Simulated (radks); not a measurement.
Values are calculated unless marked as measured or tabulated.
Question: S+, configuration [Ne] 3s2 3p3 (the NIST ground configuration). Level of theory: non-relativistic Kohn-Sham, LDA (Slater exchange, Perdew-Wang correlation), spin-polarised, spherical densities, point nucleus; open shells are filled with parallel spins first (a radial shooting solver on a logarithmic mesh with Libxc functionals). Some entries of the table are withheld. Estimate them.

orbital,occ.,eigenvalue (eV),<r^2> (bohr^2),r(max) (bohr)
1s up,1,-2400.662,0.01280,0.06390
1s down,1,-2400.155,0.01280,0.06389
2s up,1,-221.1371,0.2780,0.3911
2s down,1,-220.5684,0.2771,0.3913
2p up,3,-168.2000,0.2468,0.3258
2p down,3,-167.4944,0.2457,0.3261
3s up,1,-28.5750,3.084,1.393
3s down,1,-25.5210,3.184,1.392
3p up,3,-17.8834,4.118,1.540
3p down,0,-15.0691,4.475,1.556
4s up,0,-5.4096,24.19,4.061
4s down,0,-4.8589,27.68,4.321
3d up,0,-4.6184,(1),2.292
3d down,0,-3.1664,(2),3.007

Answer: 
(1) 3d up <r^2> (bohr^2): 11.98
(2) 3d down <r^2> (bohr^2): 20.89
